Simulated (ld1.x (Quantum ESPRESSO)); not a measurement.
**Logarithmic derivatives: chromium (Cr), TM semilocal**

Cr (Z = 24), norm-conserving Troullier–Martins (semilocal form), made with ld1.x (Quantum ESPRESSO) 7.5 (PBE, scalar-relativistic). Core [Ar], reference 3d5 4s1 4p0. Waves: 4p (bound, empty): rc 2.50 bohr; 3d (bound): rc 1.95 bohr; 4s (bound): rc 2.20 bohr. Local part: the s channel. Core correction: none.

The phase is arctan(r·u′/u) with u = r·R(r), unwrapped; energies in Ry, scanned from -2 to 5 Ry. A pole is an energy at which the radial function vanishes at the test radius. The pseudo phase is shifted by a multiple of π to meet the all-electron one at the reference energy, and phase errors are pseudo minus all-electron; the curves can meet again beyond the range given. Levels narrower than the energy grid can be missing from the lists of poles.

**Question.** For each channel, where are the poles, and over which energies does the pseudopotential scatter like the atom?

**Answer.**

| channel | radius (bohr) | reference energy (Ry) | poles, all-electron | poles, pseudo | unbroken range about the reference energy with phases within 0.05 rad | phase error 1 Ry above the reference energy (rad) |
| --- | --- | --- | --- | --- | --- | --- |
| s | 2.69 | -0.29 | 1.79 | 1.62 | below 2.4 | -0.011 |
| p | 2.69 | -0.07 | 2.72 | 2.23 | below 1.7 | -0.048 |
| d | 2.69 | -0.21 | -0.01, 4.26 | -0.01 | below 0.9 | +0.036 |

Phases in the d channel:

| E (Ry) | all-electron | pseudo |
| --- | --- | --- |
| -2.00 | 1.317 | 1.318 |
| -1.76 | 1.300 | 1.302 |
| -1.52 | 1.279 | 1.281 |
| -1.28 | 1.251 | 1.254 |
| -1.04 | 1.210 | 1.214 |
| -0.80 | 1.142 | 1.146 |
| -0.56 | 0.982 | 0.989 |
| -0.32 | 0.098 | 0.106 |
| -0.08 | -1.464 | -1.460 |
| 0.16 | -1.715 | -1.706 |
| 0.40 | -1.826 | -1.810 |
| 0.64 | -1.916 | -1.890 |
| 0.88 | -2.017 | -1.973 |
| 1.12 | -2.156 | -2.077 |
| 1.36 | -2.380 | -2.226 |
| 1.60 | -2.776 | -2.466 |
| 1.84 | -3.370 | -2.863 |
| 2.08 | -3.886 | -3.399 |
| 2.32 | -4.185 | -3.854 |
| 2.56 | -4.354 | -4.135 |
| 2.80 | -4.460 | -4.303 |
| 3.04 | -4.531 | -4.410 |
| 3.28 | -4.584 | -4.483 |
| 3.52 | -4.624 | -4.537 |
| 3.76 | -4.657 | -4.578 |
| 4.00 | -4.686 | -4.611 |
| 4.24 | -4.710 | -4.638 |
| 4.48 | -4.734 | -4.662 |
| 4.72 | -4.755 | -4.682 |
| 4.96 | -4.777 | -4.701 |
